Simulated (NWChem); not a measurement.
Molecule: CHBrF2; SMILES FC(F)Br

```xyz
5

F     -0.1433    -1.5036     1.0796
C      0.3768    -0.9345     0.0000
F     -0.1433    -1.5036    -1.0796
Br    -0.0330     0.9632     0.0000
H      1.4721    -1.0391     0.0000
```
Atoms are numbered in this order, from 1.

All runs: NWChem. Medium grid unless said otherwise, to which SCAN and Minnesota functionals are sensitive. Geometry: optimised at PBE0/def2-SVP. Total energies of different functionals are on different scales.

```csv
level,energy (Ha),highest occupied level (eV),orbital gap (eV),dipole (D),relative time
"LDA (Slater exchange, VWN5)/def2-TZVPD",-2807.5017,-7.66,5.77,1.31,1
PBE/def2-TZVPD,-2812.0308,-7.49,5.82,1.28,1
BLYP/def2-TZVPD,-2812.6475,-7.35,5.71,1.29,1
TPSS/def2-TZVPD,-2812.5769,-7.60,6.07,1.32,1
r2SCAN/def2-TZVPD,-2812.5322,-7.81,6.41,1.34,1
B3LYP/def2-TZVPD,-2812.6769,-8.59,7.56,1.35,1
PBE0/def2-TZVPD,-2812.1177,-8.84,8.13,1.36,1
M06-2X/def2-TZVPD,-2812.6010,-10.11,10.08,1.40,1
CAM-B3LYP/def2-TZVPD,-2812.7113,-10.24,10.45,1.39,10
Hartree-Fock/def2-TZVPD,-2809.8383,-11.93,13.36,1.54,1
```

The last column is a rough cost ratio, cheapest run = 1.
